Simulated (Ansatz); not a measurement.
Reaction (formal hydrolysis of a Mo–O bond): `C[O][Mo]([NH2])(=[O])=[O]` + H₂O → `[NH2][Mo](=[O])(=[O])[OH]` + CH₃OH

Isolated molecules relaxed with PBE0-D4/def2-TZVP in Ansatz; ΔE leaves out vibrations. CBS: MP2 limit from def2 TZ/QZ plus the TZ coupled-cluster correction, frozen cores. This one scheme is used for every species. DFT in def2-TZVPP. HSE06 is defined as in plane-wave codes. Elements past krypton have def2 core potentials. For Mo outer-core shells are correlated without core-valence functions, which leaves a few kJ/mol of doubt a bond. Each species was taken in one conformer, which may not be the lowest.

```json
{"level": "r2SCANh-D4", "ΔE (eV)": "0.11"}
{"level": "HSE06-D4", "ΔE (eV)": "0.11"}
{"level": "ωB97M-V", "ΔE (eV)": "0.08"}
{"level": "CCSD/CBS(def2)", "ΔE (eV)": "0.12"}
```

Problem. What does CCSD(T)/CBS give? (Best estimate.)

Solution. Computed: +0.15 eV. The listed levels differ from it by -0.04, -0.04, -0.07, -0.03 eV.

Largest T1 diagnostic among the species: 0.025, so the coupled-cluster value is less sure than usual.

The D4 term adds +0.06 eV with B3LYP and +0.04 eV with PBE0; it sums over pairs of atoms, weighted by their polarisabilities, and B3LYP, whose exchange is more repulsive, gets the larger term. In def2-TZVPP, CCSD(T) changes the Hartree–Fock value by +0.10 eV (the triples alone add +0.03 eV) and MP2 by +0.14 eV.

B3LYP here is the variant with VWN-RPA as its local correlation; programs differ in this.

CCSD(T)/CBS has its own doubt, a few kJ/mol and more with outer-core shells, so smaller differences from it don't rank the levels.
